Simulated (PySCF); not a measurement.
Can point charges reproduce the dipole moment of `O=C(Cl)/C=C(/[SiH3])Cl`?

Coordinates (GFN2-xTB, Å) and charges (e) from the PBE0/pcSseg-1 density (PySCF):

```json
{"atom": "O1", "x": "2.594", "y": "1.096", "z": "-0.764", "Mulliken": "-0.2839", "IAO": "-0.3430", "Hirshfeld": "-0.1992", "ESP-fitted": "-0.3254"}
{"atom": "C2", "x": "2.206", "y": "0.157", "z": "-0.147", "Mulliken": "+0.2902", "IAO": "+0.3515", "Hirshfeld": "+0.1636", "ESP-fitted": "+0.3728"}
{"atom": "Cl3", "x": "3.395", "y": "-0.967", "z": "0.567", "Mulliken": "-0.1377", "IAO": "-0.1076", "Hirshfeld": "-0.0718", "ESP-fitted": "-0.1589"}
{"atom": "C4", "x": "0.853", "y": "-0.267", "z": "0.152", "Mulliken": "-0.0681", "IAO": "-0.2255", "Hirshfeld": "-0.0787", "ESP-fitted": "-0.0022"}
{"atom": "C5", "x": "-0.257", "y": "0.378", "z": "-0.245", "Mulliken": "-0.3628", "IAO": "-0.2245", "Hirshfeld": "-0.0358", "ESP-fitted": "-0.1657"}
{"atom": "Si6", "x": "-2.040", "y": "-0.170", "z": "0.148", "Mulliken": "+0.6211", "IAO": "+0.6256", "Hirshfeld": "+0.3264", "ESP-fitted": "+0.3043"}
{"atom": "Cl7", "x": "-0.175", "y": "1.808", "z": "-1.172", "Mulliken": "+0.0025", "IAO": "+0.0475", "Hirshfeld": "+0.0304", "ESP-fitted": "+0.0232"}
{"atom": "H8", "x": "0.745", "y": "-1.166", "z": "0.736", "Mulliken": "+0.1414", "IAO": "+0.1820", "Hirshfeld": "+0.0507", "ESP-fitted": "+0.0716"}
{"atom": "H9", "x": "-1.959", "y": "-1.400", "z": "0.933", "Mulliken": "-0.0876", "IAO": "-0.1103", "Hirshfeld": "-0.0629", "ESP-fitted": "-0.0324"}
{"atom": "H10", "x": "-2.702", "y": "-0.384", "z": "-1.136", "Mulliken": "-0.0577", "IAO": "-0.0978", "Hirshfeld": "-0.0614", "ESP-fitted": "-0.0438"}
{"atom": "H11", "x": "-2.653", "y": "0.919", "z": "0.902", "Mulliken": "-0.0575", "IAO": "-0.0979", "Hirshfeld": "-0.0613", "ESP-fitted": "-0.0435"}
```

Q: What dipole does each set of charges give (1 e·Å = 4.803 D), and what does the density give?

A: The full density gives (-3.78, -1.34, 0.94) D, 4.12 D in size; dipole vectors point from the negative to the positive end.

| scheme | μx | μy | μz | size (D) | share of the full size (%) | angle to the full dipole (°) |
| --- | --- | --- | --- | --- | --- | --- |
| Mulliken | -5.82 | -2.04 | 1.44 | 6.33 | 154 | 0 |
| IAO | -4.92 | -1.79 | 1.25 | 5.38 | 131 | 0 |
| Hirshfeld | -3.07 | -0.58 | 0.43 | 3.15 | 77 | 10 |
| ESP-fitted | -3.82 | -1.33 | 0.94 | 4.15 | 101 | 0 |

Q: Which set comes closest?

A: Length of the difference vector: ESP-fitted 0.04 D, Hirshfeld 1.16 D, IAO 1.26 D, Mulliken 2.21 D. Closest: ESP-fitted. The schemes that divide the density aren't constrained to reproduce the dipole.

Q: What is left for the Hirshfeld atoms' own dipoles?

A: The shares of the density sum to the whole, so what Σ q r misses lies in dipoles about the nuclei. The atomic dipoles sum to (-3.78, -1.34, 0.94) − (-3.07, -0.58, 0.43) = (-0.71, -0.76, 0.51) D, 1.16 D in size.

Q: With the origin at the mean of the coordinates, (0.000, 0.000, -0.002) Å, which are the largest single terms, by size, of the Hirshfeld dipole along the direction of the full one?

A: Si6 +3.08, O1 +2.79, C2 -1.66, Cl3 +0.92, H9 -0.75 D; all 11 atoms together +3.10 D. The single terms depend on the origin, their sum doesn't.

Q: Give the size of the full dipole in other units.

A: 4.12 D = 1.620 au = 0.857 e·Å = 13.73 × 10⁻³⁰ C·m.

The structure is a single GFN2-xTB conformer in the gas phase; no vibrational or solvent corrections.

The values belong to the conformer `[O:1]=[C:2]([Cl:3])/[CH:4]=[C:5](/[SiH3:6])[Cl:7]`: O1–C2–C4–C5 0°.
